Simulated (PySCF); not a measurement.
This PySCF input asks for the NMR shieldings of `Cl[C@@H]1[C@@H]2C=CB[C@H]1C=C2`, C7H8BCl; the geometry comes from GFN2-xTB.

```python
import basis_set_exchange as bse
import numpy as np
from pyscf import gto, dft
from pyscf.prop import nmr

atoms = """
Cl   -0.137635    1.152147   -2.380428
C    -0.876761    0.375686   -0.963245
C    -0.538285    1.062973    0.367975
C     0.950812    1.227242    0.481152
C     1.782969    0.269878    0.047390
B     1.221035   -1.023622   -0.576892
C    -0.368370   -1.048295   -0.698820
C    -0.880939   -1.213934    0.719385
C    -0.993762   -0.038466    1.314592
H    -1.956183    0.391189   -1.139788
H    -1.059496    2.009747    0.514150
H     1.307251    2.139323    0.942016
H     2.847007    0.437855    0.162329
H     1.888638   -1.935710   -0.875330
H    -0.792237   -1.782406   -1.384284
H    -1.087209   -2.180827    1.140945
H    -1.313834    0.169248    2.318944
"""
names = dict.fromkeys(["Cl", "C", "B", "H"], "pcSseg-1")
basis = {el: gto.basis.parse(bse.get_basis(n, elements=[el], fmt="nwchem")) for el, n in names.items()}
mol = gto.M(atom=atoms, basis=basis, charge=0, verbose=0)
mf = dft.RKS(mol, xc="PBE0")
mf.grids.level = 2
mf.grids.alignment = dft.numint.BLKSIZE   # the property module wants whole blocks of grid points
mf.conv_tol = 1e-9
mf.kernel()

calc = nmr.RKS(mf)   # GIAO
C = mf.mo_coeff
Co = C[:, mf.mo_occ > 0]
resp = mf.gen_response(singlet=True, hermi=2)
def vind(x):   # induced exchange potential for any number of trial vectors
    d = np.einsum("pi,xij,qj->xpq", C, 2 * x.reshape(-1, C.shape[1], Co.shape[1]), Co, optimize=True)
    return np.einsum("xpq,pi,qj->xij", resp(d - d.transpose(0, 2, 1)), C, Co, optimize=True).ravel()
mo1, _ = nmr.rhf.solve_mo1(calc, with_cphf=vind)
sigma = calc.kernel(mo1)
for i, s in enumerate(sigma):   # ppm
    print("%2d %-2s %9.2f" % (i, mol.atom_pure_symbol(i), np.trace(s) / 3))
```

**Question.** Give the expected output.

**Answer.** 
```
 0 Cl    824.35
 1 C     103.83
 2 C     130.14
 3 C      15.01
 4 C      47.79
 5 B      31.67
 6 C     131.96
 7 C      43.97
 8 C      30.37
 9 H      26.52
10 H      28.55
11 H      24.06
12 H      24.91
13 H      24.52
14 H      28.55
15 H      25.49
16 H      24.63
```

These numbers come from an equivalent density-fitted implementation of the same equations, which agrees with the script to about 0.01 ppm for H and up to a few tenths of a ppm for heavy atoms, so last digits may differ.

Size and cost of the density-fitted run: 200 basis functions, 43 s wall time on 1 thread of an Arm Neoverse V1, shared host; peak memory 0.9 GiB.
